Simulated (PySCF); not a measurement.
An unknown gives this computed stick spectrum. Method: PySCF 2.14.0, density-fitted response routines, TDDFT wB97X-D/def2-SVPD, vertical, gas phase, core orbitals frozen in the response. Geometries: PBE0-D3(BJ)/def2-SVP, one conformer each.

```tsv
state	ν̃ (cm⁻¹)	f	main configurations (H = HOMO, L = LUMO)
S1	64810	0.0081	H→L (81%), H→L+1 (11%)
S2	67270	0.027	H→L+1 (77%), H→L (11%)
S3	69060	0.076	H→L+2 (81%)
S4	69930	0.0081	H-1→L (81%)
S5	70390	0.013	H→L+3 (83%)
S6	72280	0.0038	H-1→L+1 (77%)
```

Problem. Which structure fits?
A. `FC(F)[C@@]12CC[C@@H]1C2`
B. `C1[C@@H](F)CC[C@H](C=C1)F`
C. `CC=C=CC(C)(F)F`

Solution. A. Its S1, at 8.03 eV, is the highest among the candidates; the nearest of the others has S1 at 7.03 eV. S1 is HOMO→LUMO (81%), HOMO→LUMO+1 (11%). Löwdin shares by element: HOMO carbon 72% or more (atoms not listed hold the other 28%); LUMO carbon 34% or more, hydrogen 11% or more (atoms not listed hold the other 55%). At the same level the other candidates give, for their lowest levels:
- `F[C@@H]1CC=C[C@H](F)CC1`: 7.03 eV (f 0.280); 7.44 eV (f 0.026); 7.76 eV (f 0.000); 8.21 eV (f 0.013); 8.46 eV (f 0.010); HOMO -9.49, LUMO 1.59 eV
- `CC=C=CC(C)(F)F`: 5.74 eV (f 0.000); 6.32 eV (f 0.000); 7.25 eV (f 0.003); 7.54 eV (f 0.092); 7.69 eV (f 1.051); HOMO -9.54, LUMO 1.51 eV

Shape of the structure used: `[F:1][CH:2]([F:3])[C@@:4]12[CH2:5][CH2:6][C@@H:7]1[CH2:8]2`: F1–C2–C4–C5 72°.
